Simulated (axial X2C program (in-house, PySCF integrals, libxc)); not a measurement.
# SnCl: from the spin-free to the two-component result

Calculated with an axial X2C code built on PySCF integrals. Spin-free means the one-electron spin-free X2C Hamiltonian; two-component (2c) means X2C with spin–orbit coupling and atomic mean-field two-electron Coulomb and Gaunt terms, so the difference of the two also holds small scalar two-electron terms. Basis: Sn dyall-cv3z [11s12p9d4f1g], Cl dyall-av3z [9s8p3d2f] (cores contracted in-house); Gaussian nuclei, density fitting, unrestricted open shells. Masses: Sn 119.902 u, Cl 34.969 u.

Spin-free state: M_S = 1/2, Λ = 1 (beyond evenly filled blocks: π+α); fragments Sn + Cl.

| level | Re (Å) | ωe (cm⁻¹) | De (eV) | μ (D) |
| --- | --- | --- | --- | --- |
| PBE0 | 2.373 | 346.7 | 3.906 | -2.61 |
| HF | 2.389 | 343.3 | 2.564 | -2.98 |
| MP2 | 2.368 | 349.8 | 3.916 | n/a |
| B3LYP | 2.401 | 332.0 | 3.873 | -2.81 |

Correlated methods: 21 electrons correlated (number of frozen shells: Sn 4 s, 3 p, 1 d; Cl 2 s, 1 p), 257 virtual spin orbitals or spinors in MP2.

Dipoles are positive if Cl is the positive end.

Question: Within this multiplet, which Ω should lie lowest by the rule for regular and inverted multiplets?

Answer: The open π shell holds one electron, so the multiplet is regular: Ω = Λ − 1/2 = 1/2. The PBE0 2c search agrees.

Two-component determinant lowest at the distance of the search:

Ω = 1/2 (⟨Sz⟩ = -0.50, ⟨Lz⟩ = 1.00 at HF); fragments Sn + Cl.

| level | Re (Å) | ωe (cm⁻¹) | μ (D) |
| --- | --- | --- | --- |
| PBE0 | 2.377 | 344.2 | -2.69 |
| HF | 2.393 | 340.7 | -3.06 |
| MP2 | 2.371 | 347.3 | n/a |
| B3LYP | 2.405 | 329.2 | -2.89 |

Question: From the two tables, how do the constants change at the MP2 level (2c against spin-free)?

Answer: At the MP2 level Re goes up by 0.003 Å and ωe goes down by 2.5 cm⁻¹.

Occupations by symmetry block were frozen at the best pattern of an incomplete PBE0 search. Dissociation energies refer to the lowest single-determinant-based atoms at the same level and basis. De is not given where an atomic determinant may have missed its ground term or J level, or where the truncated virtual space spoils (T). Density functionals use the spin component along the axis (collinear). The functionals have no current-density term, which raises determinants with orbital currents, atoms included.
